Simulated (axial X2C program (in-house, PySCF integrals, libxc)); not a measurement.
## InF at several levels of theory

All values were computed with an axial X2C code built on PySCF integrals. Spin-free means the one-electron spin-free X2C Hamiltonian; two-component (2c) means X2C with spin–orbit coupling and atomic mean-field two-electron Coulomb and Gaunt terms, so the difference of the two also holds small scalar two-electron terms. Basis: In dyall-cv3z [11s12p9d4f1g], F dyall-av3z [7s6p3d2f] (cores contracted in-house); Gaussian nuclei, density fitting, unrestricted open shells. Masses: In 114.904 u, F 18.998 u.

Input:
```json
{"zs": [49, 9], "q": 0, "bas": ["dyall-cv3z", "dyall-av3z"], "levels": ["PBE0", "HF", "PW91"], "cc": true, "r0": 2.06, "thr": -1.0, "nmax": 90, "npts": 10, "nst": 2, "ntry": 6}
```
```bash
python so2c.py task.json out
```

Keys: zs atomic numbers; q charge; bas basis sets; levels methods; cc coupled cluster on or off; r0 starting distance in Å; thr threshold in hartree for freezing inner shells (an s shell follows its p shell); nmax most natural virtual spinors; npts points on the curve; nst determinants followed; ntry starts of the search. HF also brings MP2.

State, spin-free: M_S = 0, Λ = 0 (closed shell); electrons by block: σα: 13, σβ: 13, π+α: 6, π+β: 6, π-α: 6, π-β: 6, δ+α: 2, δ+β: 2, δ-α: 2, δ-β: 2. Fragments: In + F.

State, 2c: Ω = 0 (closed shell); electrons by block: 1/2: 19, -1/2: 19, 3/2: 8, -3/2: 8, 5/2: 2, -5/2: 2. Fragments: In + F.

```json
{"Hamiltonian": "spin-free", "level": "PBE0", "Re (Å)": "1.995", "ωe (cm⁻¹)": "524.5", "ωexe (cm⁻¹)": "2.63", "Be (cm⁻¹)": "0.2599", "De (eV)": "5.44", "k (mdyn/Å)": "2.64", "μ (D)": "-3.25"}
{"Hamiltonian": "spin-free", "level": "HF", "Re (Å)": "1.978", "ωe (cm⁻¹)": "549.3", "ωexe (cm⁻¹)": "2.85", "Be (cm⁻¹)": "0.2643", "De (eV)": "3.67", "k (mdyn/Å)": "2.9", "μ (D)": "-3.14"}
{"Hamiltonian": "spin-free", "level": "MP2", "Re (Å)": "2.011", "ωe (cm⁻¹)": "522.0", "ωexe (cm⁻¹)": "2.57", "Be (cm⁻¹)": "0.2558", "De (eV)": "5.93", "k (mdyn/Å)": "2.62", "μ (D)": "n/a"}
{"Hamiltonian": "spin-free", "level": "CCSD", "Re (Å)": "2.002", "ωe (cm⁻¹)": "529.9", "ωexe (cm⁻¹)": "2.65", "Be (cm⁻¹)": "0.2579", "De (eV)": "5.42", "k (mdyn/Å)": "2.7", "μ (D)": "n/a"}
{"Hamiltonian": "spin-free", "level": "CCSD(T)", "Re (Å)": "2.008", "ωe (cm⁻¹)": "524.1", "ωexe (cm⁻¹)": "2.6", "Be (cm⁻¹)": "0.2565", "De (eV)": "5.57", "k (mdyn/Å)": "2.64", "μ (D)": "n/a"}
{"Hamiltonian": "spin-free", "level": "PW91", "Re (Å)": "2.019", "ωe (cm⁻¹)": "499.3", "ωexe (cm⁻¹)": "2.53", "Be (cm⁻¹)": "0.2536", "De (eV)": "5.86", "k (mdyn/Å)": "2.39", "μ (D)": "-3.30"}
{"Hamiltonian": "2c", "level": "PBE0", "Re (Å)": "1.995", "ωe (cm⁻¹)": "524.4", "ωexe (cm⁻¹)": "2.63", "Be (cm⁻¹)": "0.2598", "De (eV)": "n/a", "k (mdyn/Å)": "2.64", "μ (D)": "-3.25"}
{"Hamiltonian": "2c", "level": "HF", "Re (Å)": "1.978", "ωe (cm⁻¹)": "549.2", "ωexe (cm⁻¹)": "2.84", "Be (cm⁻¹)": "0.2642", "De (eV)": "n/a", "k (mdyn/Å)": "2.9", "μ (D)": "-3.14"}
{"Hamiltonian": "2c", "level": "MP2", "Re (Å)": "2.011", "ωe (cm⁻¹)": "521.9", "ωexe (cm⁻¹)": "2.57", "Be (cm⁻¹)": "0.2557", "De (eV)": "5.77", "k (mdyn/Å)": "2.62", "μ (D)": "n/a"}
{"Hamiltonian": "2c", "level": "CCSD", "Re (Å)": "2.003", "ωe (cm⁻¹)": "529.5", "ωexe (cm⁻¹)": "2.63", "Be (cm⁻¹)": "0.2578", "De (eV)": "5.26", "k (mdyn/Å)": "2.69", "μ (D)": "n/a"}
{"Hamiltonian": "2c", "level": "CCSD(T)", "Re (Å)": "2.008", "ωe (cm⁻¹)": "523.8", "ωexe (cm⁻¹)": "2.61", "Be (cm⁻¹)": "0.2564", "De (eV)": "5.40", "k (mdyn/Å)": "2.64", "μ (D)": "n/a"}
{"Hamiltonian": "2c", "level": "PW91", "Re (Å)": "2.019", "ωe (cm⁻¹)": "499.1", "ωexe (cm⁻¹)": "2.53", "Be (cm⁻¹)": "0.2535", "De (eV)": "n/a", "k (mdyn/Å)": "2.39", "μ (D)": "-3.30"}
```

Correlated methods: 10 electrons correlated (number of frozen shells: In 4 s, 3 p, 2 d; F 1 s), 258 virtual spin orbitals or spinors in MP2, 90 natural virtuals in coupled cluster.

Dipoles are positive if F is the positive end.

Occupations by symmetry block were frozen at the best pattern of an incomplete PBE0 search. Closed shells are restricted here (equal orbitals for both partners); the stretched side of such a curve lies too high. Dissociation energies refer to the lowest single-determinant-based atoms at the same level and basis. De is not given where an atomic determinant may have missed its ground term or J level, or where the truncated virtual space spoils (T). CCSD and (T) use frozen natural virtuals with an MP2 correction for the truncation; (T) itself is uncorrected, so its De runs slightly low. Without a current term, density functionals place determinants with orbital angular momentum somewhat too high. With the outer-core shells frozen, correlated bond lengths of heavy atoms tend to come out a few hundredths of an ångström too long.

Rough cost a point (2c) on 1 thread(s) of a shared host, integrals apart: PBE0 0.4 s, HF 0.23 s, CCSD(T) 3 s, PW91 0.24 s.

The whole task took 87 s on 1 thread of Arm Neoverse V1, on a shared host.
